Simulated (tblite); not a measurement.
Br2, charge -1, doublet, geometry from GFN2-xTB (a state made from the parent by changing its charge; the spin is typed, not shown lowest); IPEA1-xTB (tblite 0.6.0).

Here is a job for tblite.
```
$ tblite run mol.xyz --method ipea1 --charge -1 --spin 1 --json tblite.json --no-restart

# file mol.xyz
2

Br    -0.00000000    -0.00000000    -1.52077587
Br     0.00000000     0.00000000     1.52077587
```

It wrote (shortened):

```
xTB calculator
 | screened Coulomb repulsion
 | Coulomb electrostatics
 |  * isotropic Klopman-Ohno-Mataga-Nishimoto electrostatics
 |  * onsite third-order electrostatics
 | DFT-D3(BJ) dispersion correction

halogen bonding energy    0.0000000000000E+00 Eh
repulsion energy          2.6612237585097E-05 Eh
dispersion energy        -4.1174032856468E-04 Eh
number of electrons       1.5000000000000E+01 e
integral cutoff           1.9756696134657E+01 bohr

------------------------------------------------------------
  cycle        total energy    energy error   density error
------------------------------------------------------------
      1     -7.938408309295  -7.9380232E+00   1.1039306E-01
      2     -7.938408339158  -2.9863190E-08   6.6221462E-02
      3     -7.938408355930  -1.6772238E-08   2.6947209E-05
      4     -7.938408355930  -5.3290705E-15   1.5978369E-05
------------------------------------------------------------

electronic energy        -7.9380232278395E+00 Eh
total energy             -7.9384083559304E+00 Eh

Post processing:
 | Mayer-Wiberg bond orders

[Info] JSON dump of results written to 'tblite.json'
```
